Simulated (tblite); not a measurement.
Species: C6H18BN.
Numbering: `[CH3:1][CH:2]([CH3:3])[BH2-:4][N+:5]([CH3:6])([CH3:7])[CH3:8]` (hydrogens: H9, H10, H11 on C1; H12 on C2; H13, H14, H15 on C3; H16, H17 on B4; H18, H19, H20 on C6; H21, H22, H23 on C7; H24, H25, H26 on C8)

Geometry (GFN2-xTB, Å), atoms numbered from 1 in this order:
```
atom  x, y, z in Å
C1     2.098   -0.023    1.368
C2     1.388    0.443    0.092
C3     2.458    0.774   -0.953
B4     0.319   -0.663   -0.487
N5    -1.253   -0.238   -0.115
C6    -1.634    0.990   -0.806
C7    -1.416   -0.063    1.324
C8    -2.129   -1.318   -0.563
H9     2.802    0.731    1.726
H10    2.654   -0.936    1.170
H11    1.389   -0.229    2.168
H12    0.899    1.397    0.336
H13    3.186    1.487   -0.564
H14    2.988   -0.131   -1.243
H15    2.005    1.200   -1.846
H16    0.463   -1.737    0.012
H17    0.321   -0.721   -1.679
H18   -1.514    0.852   -1.878
H19   -0.986    1.806   -0.494
H20   -2.673    1.257   -0.590
H21   -2.457    0.161    1.578
H22   -0.784    0.751    1.669
H23   -1.110   -0.974    1.832
H24   -1.994   -1.471   -1.631
H25   -3.178   -1.082   -0.359
H26   -1.861   -2.239   -0.053
```

Computed with GFN2-xTB (tblite): harmonic, unscaled wavenumbers at the GFN2-xTB geometry, gas phase. Against measured fundamentals such values can be off by several per cent, at times by over 20. Modes of hydrogen on boron can be 10 to 20 % off. One conformer, not necessarily the lowest.

Harmonic wavenumbers (cm⁻¹): 53.4, 91.8, 182.9, 210.0, 221.6, 239.4, 253.5, 269.0, 283.1, 294.7, 335.4, 369.0, 414.9, 441.7, 444.6, 492.6, 623.2, 808.1, 835.3, 895.3, 939.2, 959.6, 992.8, 997.9, 1020.7, 1029.6, 1035.2, 1058.4, 1091.4, 1100.8, 1133.7, 1153.6, 1185.2, 1230.3, 1255.5, 1264.9, 1269.2, 1313.1, 1331.0, 1405.3, 1408.1, 1408.3, 1420.8, 1431.3, 1458.3, 1473.9, 1476.4, 1479.1, 1481.4, 1501.2, 1508.9, 1514.5, 1520.0, 1524.7, 2416.7, 2439.2, 2854.4, 2946.2, 2948.9, 2953.4, 2971.5, 2977.7, 3014.1, 3020.6, 3031.4, 3035.0, 3039.9, 3044.2, 3045.7, 3048.7, 3050.5, 3055.7.

A = 3084, B = 1172, C = 1062 MHz; mass 115.153 u (most abundant isotopes); point group C1, symmetry number 1.

Task: Zero-point energy?

Result: Half the sum of the wavenumbers: 52014 cm⁻¹ = 148.72 kcal/mol.

Task: What is S at 350 K and 1 bar for an ideal gas of classical rigid rotors and harmonic oscillators?

Result: Translation 40.96, rotation 29.29, vibration 36.83: S = 107.1 cal/(mol K).

Task: And Cp and H(350 K) − H(0)?

Result: Cp = 50.46 cal/(mol K), of which vibrations give 42.51 (their classical limit is 72 R = 143.1); H(350 K) − H(0) = 9.99 kcal/mol without the zero-point energy, 7.21 from vibrations.

Task: Blend soft modes into free rotors: weight 1/[1 + (100 cm⁻¹/ν̃)⁴] for the oscillator and the rest for a rotor with moment μB/(μ + B), μ = h/(8π²ν), B = 10⁻⁴⁴ kg m². What vibrational entropy results?

Result: 35.08 cal/(mol K) in place of 36.83, which changes −T·S at 350 K by +0.61 kcal/mol.

Task: How do the functions run with temperature in this model?

Result: 
```json
{"T (K)": "50", "S (cal/(mol K))": "56.8", "Cp (cal/(mol K))": "11.6", "H − H(0) (kcal/mol)": "0.47", "G − H(0) (kcal/mol)": "-2.37", "ln q(vib)": "0.33"}
{"T (K)": "100", "S (cal/(mol K))": "67.1", "Cp (cal/(mol K))": "19.1", "H − H(0) (kcal/mol)": "1.23", "G − H(0) (kcal/mol)": "-5.48", "ln q(vib)": "1.23"}
{"T (K)": "298.15", "S (cal/(mol K))": "99.5", "Cp (cal/(mol K))": "43.9", "H − H(0) (kcal/mol)": "7.54", "G − H(0) (kcal/mol)": "-22.13", "ln q(vib)": "6.64"}
{"T (K)": "373.15", "S (cal/(mol K))": "110.4", "Cp (cal/(mol K))": "53.4", "H − H(0) (kcal/mol)": "11.19", "G − H(0) (kcal/mol)": "-30.01", "ln q(vib)": "8.86"}
{"T (K)": "500", "S (cal/(mol K))": "128.2", "Cp (cal/(mol K))": "68.6", "H − H(0) (kcal/mol)": "18.95", "G − H(0) (kcal/mol)": "-45.15", "ln q(vib)": "12.66"}
{"T (K)": "750", "S (cal/(mol K))": "160.7", "Cp (cal/(mol K))": "91.6", "H − H(0) (kcal/mol)": "39.15", "G − H(0) (kcal/mol)": "-81.34", "ln q(vib)": "20.17"}
{"T (K)": "1000", "S (cal/(mol K))": "189.3", "Cp (cal/(mol K))": "107.3", "H − H(0) (kcal/mol)": "64.14", "G − H(0) (kcal/mol)": "-125.16", "ln q(vib)": "27.43"}
```

q(vib) and H(0) count from the zero-point level.

Task: Which modes carry the vibrational entropy at 350 K?

Result: 53.4 cm⁻¹: 5.00; 91.8 cm⁻¹: 3.94; 182.9 cm⁻¹: 2.60; 210.0 cm⁻¹: 2.34; 221.6 cm⁻¹: 2.24; 239.4 cm⁻¹: 2.10 cal/(mol K); the other 66 give 18.61 together.

Task: What must be added to the electronic energy to get the Gibbs energy at 350 K and 1 bar?

Result: ZPE + [H(350 K) − H(0)] − T·S = 148.72 + 9.99 − 37.48 = 121.23 kcal/mol.

Hindered rotation and anharmonicity are outside this model. Other conformers, if any are populated, would add a mixing term that is left out. The structure is chiral; the term R ln 2 for an equal mix with its mirror image is left out.
